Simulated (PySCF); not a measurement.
2,5-dihydro-1H-silole (C₄H₈Si), SMILES C1=CC[SiH2]C1. Atoms are numbered in the order given.

```xyz
13

C      1.3599     0.0015    -0.6705
C      1.3599     0.0015     0.6705
C      0.0493    -0.0031     1.4144
Si    -1.2239     0.0017     0.0000
C      0.0493    -0.0031    -1.4144
H      2.3020     0.0044    -1.2306
H      2.3020     0.0044     1.2306
H     -0.0440     0.8745     2.0770
H     -0.0421    -0.8877     2.0683
H     -2.0972     1.2161     0.0000
H     -2.1093    -1.2037     0.0000
H     -0.0421    -0.8877    -2.0683
H     -0.0440     0.8745    -2.0770
```

Coordinates come from a PBE0-D3(BJ)/def2-SVP optimisation. The values are those of a single conformer.

Vertical ionisation energy (IE) and electron affinity (EA) in eV. Rows of orbital energies are one-electron estimates. Where ΔSCF, EOM or ADC give a negative EA the extra electron is unbound and the value depends on the basis.

| level | IE | EA |
|---|---|---|
| −ε(HOMO), −ε(LUMO), PBE0/def2-TZVP (PySCF) | 7.06 | -0.46 |
| −ε(HOMO), −ε(LUMO), PBE/def2-TZVP (PySCF) | 5.97 | 0.60 |
